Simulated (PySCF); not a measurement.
Computed structure and properties of [Yb(NH3)3]2+

System: [Yb(NH3)3]2+ (singlet in the valence; each metal's 4f electrons, 14 of them, lie in its core potential, out of spins and levels); start: template (C3h). Method: PySCF 2.14.0, RKS TPSS, Yb lcecp-0-SVP with ECP60, N def2-SVP, H def2-SVP; non-relativistic Hamiltonian with scalar-relativistic core potentials where named; density fitting; no spin-orbit coupling.

Input of the relaxation:

```python
mol = gto.M(atom='''
Yb    -0.00000     0.00000     0.00000
N      2.61749    -0.00003     0.00000
H      3.01550    -0.46958     0.81330
H      3.01550    -0.46958    -0.81330
H      3.01547     0.93917     0.00000
N     -1.30872     2.26683     0.00000
H     -1.10108     2.84629     0.81330
H     -1.10108     2.84629    -0.81330
H     -2.32108     2.14189     0.00000
N     -1.30877    -2.26680     0.00000
H     -1.91442    -2.37671     0.81330
H     -1.91442    -2.37671    -0.81330
H     -0.69439    -3.08106     0.00000''',
    basis={'Yb': 'lcecp-0-SVP', 'N': 'def2-SVP', 'H': 'def2-SVP'},
    ecp={'Yb': 'lcecp-0-SVP'},
    charge=2, spin=0)
mf = dft.RKS(mol, xc='TPSS')
mf.grids.atom_grid = (50, 194)  # f atoms: unpruned, at least (60, 302)
mf = mf.density_fit()  # fitting sets: Yb AutoAux, N def2-universal-JKFIT, H def2-universal-JKFIT
mf.conv_tol = 1e-08; mf.max_cycle = 55
mf.kernel(dm0)  # dm0: converged density of the start geometry
# quasi-Newton relaxation in Cartesian coordinates to a largest gradient under 0.00045 Eh/bohr, steps kept in the point group
```

Run from Python with OMP_NUM_THREADS=2; the lines above give its settings. Where DIIS fails, smearing, a level shift and second-order steps follow.
It took 50 s on 2 threads of Arm Neoverse V1, with other jobs on the host, from the converged density of the start.

Course of the relaxation:

```csv
step,energy above end (eV),largest force component within the symmetry (eV/Å)
0,0.0647,1.145
1,0.0107,0.374
2,0.0009,0.044
3,0.0003,0.014
4,0.0002,0.007
5,0.0000,0.010
6,0.0000,0.005
```

Relaxed geometry (C3h):

```xyz
13

Yb    0.0000    0.0000    0.0000
N     2.5833    0.0001    0.0000
H     3.0204   -0.4687    0.8118
H     3.0204   -0.4687   -0.8118
H     3.0206    0.9373    0.0000
N    -1.2918    2.2371    0.0000
H    -1.1043    2.8501    0.8118
H    -1.1043    2.8501   -0.8118
H    -2.3221    2.1473    0.0000
N    -1.2915   -2.2372    0.0000
H    -1.9161   -2.3814    0.8118
H    -1.9161   -2.3814   -0.8118
H    -0.6985   -3.0846    0.0000
```

```csv
contact,Å
Yb1–N2 (NH3),2.583
Yb1–N6 (NH3),2.583
Yb1–N10 (NH3),2.583
```

On the finer grid (75, 302):

```json
{
 "HOMO": "not given (4f levels lie in the core)",
 "LUMO": "not given (4f levels lie in the core)",
 "Dipole about the centre of mass": "0.00 D",
 "Set of Mulliken populations of Yb1 outside the core potential": "s 2.24, p 6.19, d 0.37, f 0.00",
 "D3(BJ) dispersion energy (not in the energies)": "-0.250 eV"
}
```

| atom | Mulliken (e) | Löwdin (e) | spin (e) |
| --- | --- | --- | --- |
| Yb1 | 1.19 | 1.04 | 0.00 |
| N2 | -0.31 | -0.06 | 0.00 |
| H3 | 0.19 | 0.13 | 0.00 |
| H4 | 0.19 | 0.13 | 0.00 |
| H5 | 0.19 | 0.13 | 0.00 |
| N6 | -0.31 | -0.06 | 0.00 |
| H7 | 0.19 | 0.13 | 0.00 |
| H8 | 0.19 | 0.13 | 0.00 |
| H9 | 0.19 | 0.13 | 0.00 |
| N10 | -0.31 | -0.06 | 0.00 |
| H11 | 0.19 | 0.13 | 0.00 |
| H12 | 0.19 | 0.13 | 0.00 |
| H13 | 0.19 | 0.13 | 0.00 |

The 4f levels lie in the core potential and are missing.

No frequency check is given for this geometry.

Taking off one NH3 (charge 0, singlet; the rest: singlet) in vacuum, both parts rigid, costs 2.16 eV; the small basis without counterpoise inflates it. Parting with an electron moved from the ligand to the metal can be far cheaper, even downhill.

Rigid scan of NH3 along the line from its metal:

distance to N2 (Å), energy (eV) and a bar:
```
     2.28      0.291 ##############################
     2.38      0.112 ############
     2.48      0.024 ###
     2.58      0.000 
     2.68      0.019 ##
     2.78      0.067 #######
     2.98      0.213 ######################
```

One start shape was tried, so this needn't be the lowest isomer.

An lcecp potential fixes the number of 4f electrons, so in runs with it no electron can move into or out of that shell.
